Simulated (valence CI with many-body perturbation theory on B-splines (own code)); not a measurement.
## Cr18+ in three bases

Computed by valence CI with perturbative core correlation (CI+MBPT): four valence electrons over a frozen Dirac-Fock core [He], a basis of 9 s, 9 p, 8 d, 6 f, 3 g, 1 h functions for each j, with the one-electron correlation potential Σ1 (screened to all orders), the two-electron term Σ2, the three-electron term Σ3, Breit, model QED; selected single and double excitations, second order for the rest, scaled by the run's own slope (own B-spline code, finite nucleus).

No measured levels were compared; by estimate levels of excited configurations hold to 0.05 to 0.15 % of their energy, terms of the ground configuration to about 0.5 %. Among the levels kept, up to 410 cm⁻¹ of a level comes from second order outside the variational space, and about a tenth of that is noise between levels of different J, which matters for small intervals.

The reference run has the lowest level 2s²2p² ³P_0 and an ionisation energy of 1396.03 eV. Its largest variational space holds 25731 state functions.

Changed runs:
A. basis 6 s, 6 p, 5 d, 3 f, 1 g
B. basis 5 s, 5 p, 4 d, 2 f

Excitation energies of the reference run in cm⁻¹, and shifts in cm⁻¹:

| Level | Reference | A | B |
| --- | --- | --- | --- |
| 2s²2p² ³P_1 | 47802 | -18 | -52 |
| 2s²2p² ³P_2 | 82491 | +12 | +29 |
| 2s²2p² ¹D_2 | 184838 | +124 | +371 |
| 2s²2p² ¹S_0 | 299328 | +195 | +595 |
| 2s2p³ ⁵S°_2 | 403030 | -265 | -817 |
| 2s2p³ ³D°_2 | 671692 | +79 | +248 |
| 2s2p³ ³D°_1 | 672771 | +80 | +256 |
| 2s2p³ ³D°_3 | 686898 | +80 | +232 |
| 2s2p³ ³P°_0 | 789149 | +132 | +424 |
| 2s2p³ ³P°_1 | 794068 | +129 | +409 |
| 2s2p³ ³P°_2 | 804711 | +127 | +401 |
| 2s2p³ ³S°_1 | 960100 | +152 | +518 |
| Ionisation energy (eV) | 1396.03 | -0.02 | -0.07 |
